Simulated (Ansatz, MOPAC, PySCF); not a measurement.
Pair of molecules: H2O (SMILES O) (first 3 atoms) with CH3Br (SMILES CBr); geometry from B3LYP-D3(BJ)/def2-TZVP, rigid monomers moved along the line of their centres of mass till H2···Br5 is 3.06 Å.
(charge 0, multiplicity 1):
```xyz
8

O      0.3462     0.0316    -0.1140
H     -0.0233     0.5566     0.6085
H     -0.3205     0.0527    -0.8079
C     -0.1040    -1.4693     3.2386
Br    -0.9885     0.2663     3.5006
H      0.7604    -1.4891     3.8924
H      0.1784    -1.5207     2.1928
H     -0.8213    -2.2369     3.5058
```

Counterpoise-corrected where a basis set is named; no monomer relaxation. Rows marked so take none.

Rows in 6-31G* carry no dispersion term and start afresh at each structure (6-31G* with six Cartesian d functions); the Pople sets are all-electron and without relativity. The state that AM1 reach isn't checked.

Programs: Ansatz (Gaussian basis) for Hartree–Fock, density functionals and correlated methods; MOPAC for AM1 (differences of heats of formation); PySCF for 6-31G* rows. Each number belongs to the level named beside it.

### Question
One of these levels gives -53.7 meV for the interaction energy. Name it.
A) AM1
B) BP86/6-31G* (no counterpoise)
C) B3LYP/def2-TZVPPD
D) B3LYP/6-31G*

### Answer
A, AM1. The others give -145.5 (BP86/6-31G* (no counterpoise)), -106.4 (B3LYP/6-31G*), -89.4 (B3LYP/def2-TZVPPD)

Ansatz is an electronic-structure program.
